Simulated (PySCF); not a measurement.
From one molecule to another.

First species: C₄H₈O₂Si₂.
SMILES: `O=C(O)C#C[SiH2]C[SiH3]`

Second species: C₃H₉N₃Si₂.
SMILES: `[SiH2]1[C@H](C#N)C[Si@H](N1)N`

Levels: PBE0/def2-SVPD for HOMO energy, LUMO energy, HOMO–LUMO gap and static isotropic polarisability; TDDFT PBE0/def2-SVPD for lowest singlet excitation; TDA PBE0/def2-SVPD for lowest triplet excitation (Tamm–Dancoff). Geometries: GFN2-xTB. Each structure is a single optimised conformer of the isolated species, non-relativistic unless stated. Electronic properties by PySCF.

Dipoles, sizes and rotational constants follow the conformer. The torsions of the flexible species, by atom-mapped SMILES:
- `[O:1]=[C:2]([OH:3])[C:4]#[C:5][SiH2:6][CH2:7][SiH3:8]`: C5–Si6–C7–Si8 180°, H–O3–C2–O1 0°

The conformers of `N#C[C@@H]1C[Si@@H](N)N[SiH2]1` aren't listed.

Values for the first species:

```
HOMO energy                              : -8.22 eV
LUMO energy                              : -1.77 eV
HOMO–LUMO gap                            : 6.45 eV
Lowest singlet excitation                : 4.61 eV
Lowest triplet excitation (Tamm–Dancoff) : 4.19 eV
Static isotropic polarisability          : 112.9 au
```

Problem. Estimate the same properties for the second species, and the change in each.

Solution. 
```csv
property,first,second,second less first
HOMO energy,-8.22 eV,-7.69 eV,+0.53 eV
LUMO energy,-1.77 eV,-0.05 eV,+1.72 eV
HOMO–LUMO gap,6.45 eV,7.64 eV,+1.19 eV
lowest singlet excitation,4.61 eV,6.30 eV,+1.69 eV
lowest triplet excitation (Tamm–Dancoff),4.19 eV,6.00 eV,+1.81 eV
static isotropic polarisability,112.9 au,100.3 au,-12.6 au
```

On the first: The 8 singlets span 4.61 to 7.20 eV, and their oscillator strengths add up to 0.84. The vertical singlet–triplet gap S1 − T1 is 0.42 eV (TDDFT singlet less Tamm–Dancoff triplet; S1: HOMO→LUMO, weight 0.94; T1: HOMO→LUMO, weight 0.89).

On the second: The principal polarisabilities are 84.6, 96.2 and 120.2 au; their mean is the isotropic value. The vertical singlet–triplet gap S1 − T1 is 0.30 eV (TDDFT singlet less Tamm–Dancoff triplet; S1: HOMO→LUMO, weight 0.77; T1: HOMO→LUMO, weight 0.67).
